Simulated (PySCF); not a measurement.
An equivalent PySCF input for C (carbon, neutral), [He] 2s2 2p2, high-spin 3P determinant, with scalar relativity by spin-free X2C-1e:

```python
from pyscf import gto, scf, dft, mp, cc
import basis_set_exchange as bse
mol = gto.M(atom="C 0 0 0", charge=0, spin=2, symmetry="D2h",
            basis=gto.basis.parse(bse.get_basis("Sapporo-DZP-2012", elements=["C"], fmt="nwchem", header=False)),
            nucmod="G")
mf = dft.UKS(mol, xc="TPSS").sfx2c1e()
mf.irrep_nelec = {'Ag': (2, 2), 'B1u': (1, 0), 'B2u': (1, 0)}
mf.kernel()
```

It reaches the same state as the run whose output follows, with an energy that differs only through the grid. The run itself started from symmetry-adapted Hartree-Fock orbitals and held the occupation by maximum overlap, on a logarithmic radial grid, so the iterations belong to that start.

```
SCF conv_tol = 1e-09
number electrons alpha = 4  beta = 2
XC functionals = TPSS
    J. Tao, J. P. Perdew, V. N. Staroverov, and G. E. Scuseria.,  Phys. Rev. Lett. 91, 146401 (2003)
    J. P. Perdew, J. Tao, V. N. Staroverov, and G. E. Scuseria.,  J. Chem. Phys. 120, 6898 (2004)
    J. Tao, J. P. Perdew, V. N. Staroverov, and G. E. Scuseria.,  Phys. Rev. Lett. 91, 146401 (2003)
    J. P. Perdew, J. Tao, V. N. Staroverov, and G. E. Scuseria.,  J. Chem. Phys. 120, 6898 (2004)
cycle= 1 E= -37.8703573235153  delta_E= -0.00247  |g|= 0.00925  |ddm|= 0.0492
cycle= 2 E= -37.8704126513956  delta_E= -5.53e-05  |g|= 0.00383  |ddm|= 0.0152
cycle= 3 E= -37.8704210808326  delta_E= -8.43e-06  |g|= 0.000801  |ddm|= 0.00605
cycle= 4 E= -37.870421476175  delta_E= -3.95e-07  |g|= 1.99e-05  |ddm|= 0.000991
cycle= 5 E= -37.8704214764439  delta_E= -2.69e-10  |g|= 9.37e-07  |ddm|= 3.21e-05
converged SCF energy = -37.8704214764439  <S^2> = 2.0037637  2S+1 = 3.0025081
```
